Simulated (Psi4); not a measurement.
HNP (SMILES [NH+]#P), charge +1, singlet, at a GFN2-xTB geometry; PBE0/def2-SVPD, TDA in Psi4.

The Psi4 input:
```
memory 2 GB

molecule {
1 1
N    -0.00000000   -0.00000000   -0.90423766
P     0.00000000    0.00000000    0.54908364
H    -0.00000000   -0.00000000   -1.90659095
symmetry c1
}

set {
  basis def2-svpd
  puream true
  save_jk true
  tdscf_states [5]
  tdscf_tda true
  d_convergence 1e-8
}

energy('td-pbe0')
print_variables()
```

Task: Write the output that Psi4 gives for this input, abridged.

Result: 
```
   => Loading Basis Set <=

    Name: DEF2-SVPD
    Role: ORBITAL
    Keyword: BASIS

         ---------------------------------------------------------
                                   SCF
               by Justin Turney, Rob Parrish, Andy Simmonett
                          and Daniel G. A. Smith
                              RKS Reference
         ---------------------------------------------------------

  ==> Geometry <==

    Molecular point group: c1
    Full point group: C_inf_v

    Geometry (in Angstrom), charge = 1, multiplicity = 1:

       Center              X                  Y                   Z               Mass
    ------------   -----------------  -----------------  -----------------  -----------------
         N            0.000000000000     0.000000000000    -0.956941517587    14.003074004430
         P            0.000000000000     0.000000000000     0.496379782413    30.973761998420
         H            0.000000000000     0.000000000000    -1.959294807587     1.007825032230

  Running in c1 symmetry.

  Rotational constants: A = ************  B =      0.69305  C =      0.69305 [cm^-1]
  Rotational constants: A = ************  B =  20777.20556  C =  20777.20556 [MHz]
  Nuclear repulsion =   45.160073886667263

  Charge       = 1
  Multiplicity = 1
  Electrons    = 22
  Nalpha       = 11
  Nbeta        = 11

  ==> Algorithm <==

  SCF Algorithm Type is DF.
  DIIS enabled.
  MOM disabled.
  Fractional occupation disabled.
  Guess Type is SAD.
  Energy threshold   = 1.00e-06
  Density threshold  = 1.00e-08
  Integral threshold = 1.00e-12

  ==> Primary Basis <==

  Basis Set: DEF2-SVPD
    Blend: DEF2-SVPD
    Number of shells: 22
    Number of basis functions: 52
    Number of Cartesian functions: 56
    Spherical Harmonics?: true
    Max angular momentum: 2

  ==> DFT Potential <==

   => LibXC <=

    Version 7.1.2
    S. Lehtola, C. Steigemann, M. J. T. Oliveira, and M. A. L. Marques,  SoftwareX 7, 1–5 (2018) (10.1016/j.softx.2017.11.002)

   => Composite Functional: PBE0 <=

    PBE0 Hyb-GGA Exchange-Correlation Functional

    C. Adamo and V. Barone,  J. Chem. Phys. 110, 6158 (1999) (10.1063/1.478522)
    M. Ernzerhof and G. E. Scuseria,  J. Chem. Phys. 110, 5029 (1999) (10.1063/1.478401)

    Deriv               =              1
    GGA                 =           TRUE
    Meta                =          FALSE

    Exchange Hybrid     =           TRUE
    MP2 Hybrid          =          FALSE

   => Exchange Functionals <=

    0.7500   Perdew, Burke & Ernzerhof

   => Exact (HF) Exchange <=

    0.2500               HF

   => Correlation Functionals <=

    1.0000   Perdew, Burke & Ernzerhof

   => LibXC Density Thresholds  <==

    XC_HYB_GGA_XC_PBEH:  1.00E-15

   => Molecular Quadrature <=

    Radial Scheme          =       TREUTLER
    Pruning Scheme         =           NONE
    Nuclear Scheme         =       TREUTLER

    Blocking Scheme        =         OCTREE
    BS radius alpha        =              1
    Pruning alpha          =              1
    Radial Points          =             75
    Spherical Points       =            302
    Total Points           =          65397
    Total Blocks           =            559
    Max Points             =            256
    Max Functions          =             52
    Weights Tolerance      =       1.00E-15

   => Loading Basis Set <=

    Name: (DEF2-SVPD AUX)
    Role: JKFIT
    Keyword: DF_BASIS_SCF

  ==> Integral Setup <==

  SCF_SUBTYPE=INCORE selected. In-core MEM_DF algorithm will be used.
  Using in-core AOs.

  ==> MemDFJK: Density-Fitted J/K Matrices <==

    J tasked:                   Yes
    K tasked:                   Yes
    wK tasked:                   No
    Algorithm:                 Core
    Schwarz Cutoff:           1E-12
    Mask sparsity (%):       0.0740
    Fitting Condition:        1E-10

   => Auxiliary Basis Set <=

  Basis Set: (DEF2-SVPD AUX)
    Blend: DEF2-UNIVERSAL-JKFIT
    Number of shells: 69
    Number of basis functions: 223
    Number of Cartesian functions: 268
    Spherical Harmonics?: true
    Max angular momentum: 4

  Minimum eigenvalue in the overlap matrix is 5.9200984132E-04.
  Reciprocal condition number of the overlap matrix is 1.0722312423E-04.
    Using symmetric orthogonalization.

  ==> Pre-Iterations <==

  SCF Guess: Superposition of Atomic Densities via on-the-fly atomic UHF (no occupation information).

   -------------------------
    Irrep   Nso     Nmo
   -------------------------
     A         52      52
   -------------------------
    Total      52      52
   -------------------------

  ==> Iterations <==

                           Total Energy        Delta E     RMS |[F,P]|

   @DF-RKS iter SAD:  -396.02444038821909   -3.96024e+02   0.00000e+00
   @DF-RKS iter   1:  -395.84412542325526    1.80315e-01   1.21441e-02 ADIIS/DIIS
   @DF-RKS iter   2:  -394.63536316020782    1.20876e+00   2.84196e-02 ADIIS/DIIS
   @DF-RKS iter   3:  -396.03057219531570   -1.39521e+00   1.38817e-03 ADIIS/DIIS
   @DF-RKS iter   4:  -396.03252947430849   -1.95728e-03   4.57115e-04 ADIIS/DIIS
   @DF-RKS iter   5:  -396.03286118176294   -3.31707e-04   1.27454e-04 ADIIS/DIIS
   @DF-RKS iter   6:  -396.03288017124021   -1.89895e-05   5.07706e-05 DIIS
   @DF-RKS iter   7:  -396.03288365310578   -3.48187e-06   4.37340e-06 DIIS
   @DF-RKS iter   8:  -396.03288367878213   -2.56763e-08   2.15711e-07 DIIS
   @DF-RKS iter   9:  -396.03288367885489   -7.27596e-11   1.32878e-08 DIIS
   @DF-RKS iter  10:  -396.03288367885534   -4.54747e-13   1.59453e-09 DIIS
  Energy and wave function converged.

  ==> Post-Iterations <==

   Electrons on quadrature grid:
      Ntotal   =   21.9999988057 ; deviation = -1.194e-06

    Orbital Energies [Eh]
    ---------------------

    Doubly Occupied:

[...]
    Virtual:

[...]
    Final Occupation by Irrep:
              A
    DOCC [    11 ]
    NA   [    11 ]
    NB   [    11 ]

  @DF-RKS Final Energy:  -396.03288367885534

   => Energetics <=

[...]
    Total Energy =                       -396.0328836788553417
[...]
     Multipole            Electronic (a.u.)      Nuclear  (a.u.)        Total (a.u.)
 ------------------------------------------------------------------------------------

 L = 1.  Multiply by 2.5417464519 to convert [e a0] to [Debye]
 Dipole X            :         -0.0000000            0.0000000           -0.0000000
 Dipole Y            :          0.0000000            0.0000000            0.0000000
 Dipole Z            :          2.1573141           -2.2907046           -0.1333906
 Magnitude           :                                                    0.1333906

 ------------------------------------------------------------------------------------

******************************************************************************************
**********                               WARNING                                **********
**********       The names of excited state variables changed between 1.5       **********
**********     and 1.6. For a quick solution, remove the symmetry specifier     **********
**********   from the variable name. For full details, see 'Notes on Psivars'   **********
**********                        in the documentation.                         **********
******************************************************************************************

         ---------------------------------------------------------
                         TDSCF excitation energies
                 by Andrew M. James and Daniel G. A. Smith
         ---------------------------------------------------------

  ==> Options <==

     Residual threshold  : 1.0000e-06
     Initial guess       : denominators
     Reference           : RHF
     Solver type         : TDA (Davidson)

  ==> Requested Excitations <==

      5 singlet states with A symmetry

  ==> Seeking the lowest 5 singlet states with A symmetry

                         Generalized Davidson Solver
                               By Ruhee Dcunha

  ==> Options <==

    Max number of iterations        = 60
    Eigenvector tolerance           = 1.0000e-06
    Max number of expansion vectors = 1500

  => Iterations <=
                           Max[D[value]]     Max[|R|]   # vectors
  DavidsonSolver iter   1:   3.22048e-01  6.90257e-02     20
  DavidsonSolver iter   2:   5.63531e-03  5.35673e-03     25
  DavidsonSolver iter   3:   2.77311e-05  6.17936e-04     30
  DavidsonSolver iter   4:   2.37269e-07  6.45291e-05     35
  DavidsonSolver iter   5:   1.49562e-09  2.74074e-06     39
  DavidsonSolver iter   6:   5.76100e-12  5.04939e-07     41      Converged

******************************************************************************************
**********                               WARNING                                **********
**********  Length-gauge rotatory strengths are **NOT** gauge-origin invariant  **********
******************************************************************************************

                                    Excitation Energy         Total Energy        Oscillator Strength             Rotatory Strength
     #   Sym: GS->ES (Trans)        au              eV              au          au (length)    au (velocity)    au (length)    au (velocity)
    ---- -------------------- --------------- --------------- --------------- --------------- --------------- --------------- ---------------
     1        A->A (1 A)       0.20915         5.69139        -395.82373       0.0000          0.0000         -0.0000          0.0000
     2        A->A (1 A)       0.22278         6.06210        -395.81011       0.0000          0.0000         -0.0000          0.0000
     3        A->A (1 A)       0.22278         6.06211        -395.81011       0.0000          0.0000          0.0000         -0.0000
     4        A->A (1 A)       0.31638         8.60927        -395.71650       0.0933          0.0082         -0.0000          0.0000
     5        A->A (1 A)       0.31638         8.60927        -395.71650       0.0933          0.0082          0.0000         -0.0000

Contributing excitations
Only contributions with abs(coeff) > 1.00e-01 will be printed:

Excited State    1 (1 A):   0.20915 au   217.85 nm f = 0.0000
  Sums of squares: Xssq =  1.000000e+00
     10a  ->  12a    -0.705649 (49.794%)
     11a  ->  13a    -0.705649 (49.794%)

Excited State    2 (1 A):   0.22278 au   204.52 nm f = 0.0000
  Sums of squares: Xssq =  1.000000e+00
     10a  ->  13a    -0.706614 (49.930%)
     11a  ->  12a    -0.706614 (49.930%)

Excited State    3 (1 A):   0.22278 au   204.52 nm f = 0.0000
  Sums of squares: Xssq =  1.000000e+00
     10a  ->  12a    -0.706614 (49.930%)
     11a  ->  13a     0.706614 (49.930%)

Excited State    4 (1 A):   0.31638 au   144.01 nm f = 0.0933
  Sums of squares: Xssq =  1.000000e+00
      8a  ->  12a    -0.149750 ( 2.243%)
      9a  ->  12a     0.963918 (92.914%)
     11a  ->  14a     0.146376 ( 2.143%)

Excited State    5 (1 A):   0.31638 au   144.01 nm f = 0.0933
  Sums of squares: Xssq =  1.000000e+00
      8a  ->  13a    -0.149750 ( 2.243%)
      9a  ->  13a     0.963918 (92.914%)
     10a  ->  14a    -0.146376 ( 2.143%)

******************************************************************************************
**********                               WARNING                                **********
**********       The names of excited state variables changed between 1.5       **********
**********     and 1.6. For a quick solution, remove the symmetry specifier     **********
**********   from the variable name. For full details, see 'Notes on Psivars'   **********
**********                        in the documentation.                         **********
******************************************************************************************

  Variable Map:
  ----------------------------------------------------------------------------
[...]
  Array Variable Map:
  ----------------------------------------------------------------------------
[...]
[...]
```
